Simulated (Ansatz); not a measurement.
Program: Ansatz. Geometries: PBE0-D4/def2-TZVP. ΔE: electronic, gas phase. CCSD(T)/CBS adds triple-zeta CCSD(T) − MP2 to the extrapolated MP2 energy (def2 sets, frozen cores). This one scheme is used for every species. Functionals use def2-TZVPP. B3LYP here is the variant with VWN-RPA as its local correlation; programs differ in this. HSE06 is defined as in plane-wave codes. For Mg outer-core shells are correlated without core-valence functions, which leaves a few kJ/mol of doubt a bond. Each species was taken in one conformer, which may not be the lowest.

`[SiH3]CS` + `[OH][Mg][Cl]` → `[SiH3][O][Mg][Cl]` + CH₃SH  (ligand exchange at the Si–C bond)

`[SiH3]CS`:

Z-matrix (Å, degrees):
```
Si
C 1 1.878
H 1 1.489 2 110.7
H 1 1.484 2 109.8 3 121.0
H 1 1.488 2 108.8 3 -119.4
S 2 1.813 1 111.4 3 177.0
H 2 1.092 1 112.3 3 52.0
H 2 1.093 1 109.3 3 -67.0
H 6 1.343 2 97.3 1 -50.2
```

`[OH][Mg][Cl]`:

Cartesian coordinates in Å:
```
O -1.175 0.152 -0.077
Mg 0.555 -0.097 -0.007
Cl 2.705 -0.435 0.033
H -2.085 0.380 0.051
```

`[SiH3][O][Mg][Cl]`:

```xyz
7

Si   -1.095    0.619    0.239
O     0.286   -0.161   -0.063
Mg    1.808   -1.022   -0.395
Cl    3.665   -2.073   -0.800
H    -1.799    0.975   -1.027
H    -2.021   -0.220    1.054
H    -0.845    1.883    0.991
```

CH₃SH:

Cartesian coordinates in Å:
```
C 0.230 0.392 0.186
S -0.419 -1.293 0.213
H 0.989 0.516 -0.585
H 0.695 0.553 1.159
H -0.565 1.125 0.055
H -0.931 -1.293 -1.028
```

```tsv
level	ΔE (kJ/mol)	difference from CCSD(T)/CBS
PBE-D4	-110.4	15.4
BLYP-D4	-120.7	5.1
r2SCAN0-D4	-125.3	0.5
BHLYP-D4	-132.6	-6.8
ωB97X-V	-123.2	2.6
B2PLYP	-130.0	-4.2
BLYP	-127.1	-1.3
PBE0	-118.8	7.0
B3LYP	-130.1	-4.3
HSE06	-118.8	7.0
BHLYP	-137.0	-11.2
LC-ωPBE	-120.2	5.6
MP2/def2-SVP	-124.8	1.0
HF/def2-QZVPP	-152.0	-26.2
MP2/def2-QZVPP	-126.0	-0.2
HF/CBS(def2)	-152.4	-26.6
CCSD(T)/CBS	-125.8	0
```

Largest T1 diagnostic among the species: 0.011.

Leaving LDA and LC-ωPBE aside and taking each functional with its dispersion term where it has one, the values, not all of them listed here, spread over 23.0 kJ/mol, from BHLYP-D4 to revPBE-D4. LDA lies +6.5 kJ/mol from PBE without D4. From PBE to PBE0 (25 % exact exchange), in def2-TZVPP and without D4, ΔE moves by −5.3 kJ/mol. The D4 term adds +5.1 kJ/mol with B3LYP and +2.6 kJ/mol with PBE0; it sums over pairs of atoms, weighted by their polarisabilities, and B3LYP, whose exchange is more repulsive, gets the larger term.
